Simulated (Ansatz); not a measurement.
Cartesian coordinates in Å:
```
Si -0.505 -1.234 -1.742
C -0.429 0.220 -0.569
Ge 0.652 -0.115 1.033
P 0.755 1.697 2.484
H -1.092 -2.415 -1.054
H -1.336 -0.924 -2.937
H 0.864 -1.592 -2.201
H -0.009 1.090 -1.082
H -1.438 0.489 -0.244
H 2.095 -0.465 0.622
H 0.064 -1.305 1.816
H -0.646 1.929 2.432
H 1.024 2.626 1.442
```

Total charge 0; spin multiplicity 1.

Q: List the PBE0/def2-TZVPP orbital energies in eV (Ansatz). (Estimate.)

A: Ansatz gave: Occupied: -10860.00, -2100.87, -1802.43, -1358.26, -1208.08, -1208.07, -1208.06, -278.27, -179.70, -170.98, -144.78, -128.96, -128.94, -128.87, -120.79, -120.76, -120.75, -99.43, -99.43, -99.43, -33.61, -33.61, -33.60, -33.54, -33.53, -19.93, -17.93, -14.79, -14.47, -12.17, -10.97, -10.46, -9.62, -9.51, -9.38, -9.16, -8.80, -7.36. Lowest empty: 0.07, 0.33, 0.56, 0.69, 1.41, 1.42, 1.78, 1.86.
